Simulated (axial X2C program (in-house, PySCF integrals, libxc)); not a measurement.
Ionising NaRu

Calculated with an in-house relativistic program for diatomic molecules, spin-free (one-electron X2C) or two-component (2c: spin–orbit coupling with atomic mean-field Coulomb and Gaunt terms, which also bring small scalar terms), in Dyall basis sets with cores contracted in-house; open shells are unrestricted.

Basis sets: Na dyall-cv3z, Ru dyall-cv3z. Frozen shells (counts by l): NaRu Ru 4s3p1d, Na 2s1p, 9 electrons correlated; NaRu⁺ Ru 4s3p1d, Na 2s1p, 8 electrons correlated. Coupled cluster in natural virtuals with an MP2 remainder. Where the outer core of a metal is frozen, bonds come out longer and ionisation energies lower.

```csv
Hamiltonian,level,NaRu state,Re (Å),ωe (cm⁻¹),De (eV)
spin-free,HF,"M_S = 3/2, Λ = 0",3.057,116.3,0.04
spin-free,PBE0,"M_S = 3/2, Λ = 0",2.762,195.2,1.14
spin-free,CCSD,"M_S = 3/2, Λ = 0",2.765,205.0,1.00
spin-free,CCSD(T),"M_S = 3/2, Λ = 0",2.750,211.8,1.11
2c,HF,Ω = 3/2,3.058,116.4,n/a
2c,PBE0,Ω = 3/2,2.763,195.1,n/a
2c,CCSD,Ω = 3/2,2.767,204.8,n/a
2c,CCSD(T),Ω = 3/2,2.752,211.6,n/a
```

Adiabatic ionisation energy (minimum to minimum, no zero-point term) and constants of NaRu⁺:

| Hamiltonian | level | NaRu⁺ state | IE (eV) | Re (Å) | ωe (cm⁻¹) | De (eV) | fragments |
| --- | --- | --- | --- | --- | --- | --- | --- |
| spin-free | HF | M_S = 2, Λ = 2 | 4.37 | 3.314 | 111.0 | 0.63 | Ru + Na+ |
| spin-free | PBE0 | M_S = 2, Λ = 2 | 5.81 | 3.144 | 128.7 | 0.63 | Ru + Na+ |
| spin-free | CCSD | M_S = 2, Λ = 2 | 5.43 | 3.215 | 121.1 | 0.53 | Ru + Na+ |
| spin-free | CCSD(T) | M_S = 2, Λ = 2 | 5.55 | 3.208 | 122.7 | 0.52 | Ru + Na+ |
| 2c | HF | Ω = 4 | 4.27 | 3.314 | 110.9 | n/a | Ru + Na+ |
| 2c | PBE0 | Ω = 4 | 5.69 | 3.143 | 128.8 | n/a | Ru + Na+ |
| 2c | CCSD | Ω = 4 | 5.33 | 3.216 | 119.2 | n/a | Ru + Na+ |
| 2c | CCSD(T) | Ω = 4 | 5.45 | 3.209 | 121.3 | n/a | Ru + Na+ |

Task: Add the zero-point terms to the ionisation energy at CCSD(T), 2c, and say whether the electron removed was bonding.

Result: IE0 = IE + (ωe⁺ − ωe)/2 = 5.45 + (-0.006) = 5.44 eV. Re changes by 0.457 Å, but the two determinants differ by more than one electron in one block, so no single orbital tells the change.

Each entry is the lowest single determinant of a limited PBE0 search at one distance. De goes to single-determinant-based atoms at the same level (for ions the charge split of lowest energy) and is withheld (n/a) where an atom does not fit its ground term or J level. Main or longest-lived isotopes. One determinant is a doubtful description, or other states lie close, for NaRu, NaRu⁺; these need not be ground states, and all values refer to the states named. Some open-shell Ω = 0 determinants are out of reach, so the Ω given for NaRu⁺ need not be the lowest component. With several unpaired electrons the Ω given is that of one determinant, not necessarily of the lowest component. The functionals have no current term, which raises determinants with orbital currents.
